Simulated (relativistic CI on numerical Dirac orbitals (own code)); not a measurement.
Calculated at this level of theory: Dirac-Coulomb-Breit CI, KLI orbitals optimised for each configuration, model QED (radiative potential, 1s self-energy scaled to tabulated hydrogen-like ionisation energies), unscaled Slater integrals (own radial code, finite nucleus).

Configuration list (outside the closed core 1s2): 2s, 2p, 3s, 3p, 3d, 4s, 4p, 4d, 4f, 5s, 5p, 5d, 5f, 5g, 6s, 6p, 6d. Levels of other configurations are missing.

At this charge energies of transitions that change n are usually good to better than 1 %, and those within a shell (Δn = 0) to a few per cent.

Outline of the computed level scheme of Ag XLV. Lowest level of each configuration: 2s 2S_1/2 at 0.00 eV; 2p 2P°_1/2 at 99.61 eV; 3s 2S_1/2 at 4083.84 eV; 3p 2P°_1/2 at 4111.39 eV; 3d 2D_3/2 at 4181.27 eV; 4s 2S_1/2 at 5493.28 eV; 4p 2P°_1/2 at 5504.58 eV; 4d 2D_3/2 at 5533.95 eV; 4f 2F°_5/2 at 5542.06 eV.

Some strong electric-dipole decays among the lowest 15 levels: 3d 2D_5/2 → 2p 2P°_3/2 (2.7e+14 s⁻¹); 3d 2D_3/2 → 2p 2P°_1/2 (2.3e+14 s⁻¹); 3p 2P°_1/2 → 2s 2S_1/2 (9.9e+13 s⁻¹); 3p 2P°_3/2 → 2s 2S_1/2 (8.7e+13 s⁻¹); 4d 2D_5/2 → 2p 2P°_3/2 (8.6e+13 s⁻¹); 4d 2D_3/2 → 2p 2P°_1/2 (7.7e+13 s⁻¹); 4f 2F°_7/2 → 3d 2D_5/2 (5.6e+13 s⁻¹); 4f 2F°_5/2 → 3d 2D_3/2 (5.3e+13 s⁻¹).
